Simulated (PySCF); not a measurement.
## Sr (strontium, neutral) across methods

[Kr] 5p2, high-spin 3P determinant (an excited configuration). Computed with PySCF 2.14 in aug-cc-pVTZ-X2C, with scalar relativity by spin-free X2C-1e.

| method | E (hartree) | mean ε 4p α (eV) | mean ε 4p β (eV) | mean ε 5p α (eV) | Σ⟨r²⟩ (bohr²) | ⟨S²⟩ |
| --- | --- | --- | --- | --- | --- | --- |
| r2SCAN | -3179.11 | -25.879 | -25.831 | -2.549 | 91.63 | 2.000 |
| r2SCAN0 | -3179.09 | -27.681 | -27.603 | -2.904 | 92.78 | 2.000 |
| BP86 | -3179.50 | -25.261 | -25.185 | -2.578 | 90.29 | 2.000 |
| revPBE | -3178.93 | -25.185 | -25.107 | -2.530 | 91.09 | 2.000 |
| r2SCANh | -3179.10 | -26.600 | -26.540 | -2.692 | 92.09 | 2.000 |
| LDA | -3174.94 | -25.301 | -25.205 | -2.506 | 90.75 | 2.000 |
| UHF | -3177.21103 | -32.297 | -32.135 | -3.738 | 100.1 | 2.000 |
| PBE | -3178.73 | -25.193 | -25.100 | -2.527 | 90.86 | 2.000 |

Estimate the same row for PBE0.

E (hartree) = -3178.81; mean ε 4p α (eV) = -27.241; mean ε 4p β (eV) = -27.132; mean ε 5p α (eV) = -2.921; Σ⟨r²⟩ (bohr²) = 92.13; ⟨S²⟩ = 2.000.
